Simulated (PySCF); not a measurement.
Species: C₅H₄ClF₃O.
SMILES: `O=C1C[C@@H](Cl)[C@H]1C(F)(F)F`

The closed-shell SCF was solved with PySCF and density fitting under several settings on one GFN2-xTB geometry (grid level 2 and gas phase unless stated).

| settings | basis functions | SCF cycles | E (Eh) | HOMO (eV) | LUMO (eV) | dipole (D) |
| --- | --- | --- | --- | --- | --- | --- |
| PBE0/pcSseg-1 | 197 | 14 | -1027.0688 | -8.07 | -1.68 | 3.09 |
| PBE0/def2-SVPD | 251 | 14 | -1026.6123 | -8.15 | -1.82 | 3.18 |

**Question.** Estimate the rows for these settings: (1) wB97X-D/def2-SVPD, fitting basis def2-qzvpp-jkfit; (2) BP86/pcSseg-1, grid level 3, start guess huckel.

**Answer.** 
```json
{"settings": "wB97X-D/def2-SVPD, fitting basis def2-qzvpp-jkfit", "basis functions": "251", "SCF cycles": "12", "E (Eh)": "-1027.1677", "HOMO (eV)": "-10.04", "LUMO (eV)": "0.04", "dipole (D)": "3.21"}
{"settings": "BP86/pcSseg-1, grid level 3, start guess huckel", "basis functions": "197", "SCF cycles": "20", "E (Eh)": "-1027.8549", "HOMO (eV)": "-6.61", "LUMO (eV)": "-2.83", "dipole (D)": "2.87"}
```

**Question.** Over all rows, what range does the HOMO–LUMO gap span?

**Answer.** From 3.78 eV (BP86/pcSseg-1, grid level 3, start guess huckel) to 10.08 eV (wB97X-D/def2-SVPD, fitting basis def2-qzvpp-jkfit). The functional of the narrowest has no exact exchange, that of the widest range-separated exact exchange.

**Question.** And the dipole moment?

**Answer.** From 2.87 D (BP86/pcSseg-1, grid level 3, start guess huckel) to 3.21 D (wB97X-D/def2-SVPD, fitting basis def2-qzvpp-jkfit); the largest is 1.12 times the smallest, and the median is 3.13 D.

**Question.** Compare two rows with the functional PBE0: PBE0/pcSseg-1 and PBE0/def2-SVPD. Which energy is lower, and by how much?

**Answer.** PBE0/pcSseg-1 (197 functions) lies 0.4565 Eh or 286 kcal/mol below PBE0/def2-SVPD (251 functions). The smaller set gives the lower energy; the two sets aren't nested, so the variational bound doesn't order them by size.

Whole jobs, the steps after the SCF included, on one thread of an Arm Neoverse V1 (shared host):

| settings | work after the SCF | wall time | peak memory |
| --- | --- | --- | --- |
| PBE0/pcSseg-1 | shieldings, ring-centre shieldings, charges and field gradients | 30 s | 0.86 GiB |
| PBE0/def2-SVPD | 6 singlets by full TDDFT, 2 Tamm–Dancoff triplets, polarisability | 52 s | 1.0 GiB |
| wB97X-D/def2-SVPD, fitting basis def2-qzvpp-jkfit | spin–spin couplings from 7 perturbed nuclei, spin–dipole term for 3 of them | 91 s | 1.1 GiB |
| BP86/pcSseg-1, grid level 3, start guess huckel | shieldings, ring-centre shieldings, charges and field gradients | 68 s | 0.79 GiB |

wB97X-D ran without the empirical dispersion term, which would shift the total energy alone. Cycle counts include a coarse-grid stage where the run had one.

Shape of the structure used: `[O:1]=[C:2]1[CH2:3][C@@H:4]([Cl:5])[C@H:6]1[C:7]([F:8])([F:9])[F:10]`: C4–C6–C7–F8 171°.

One conformer stands for the species.
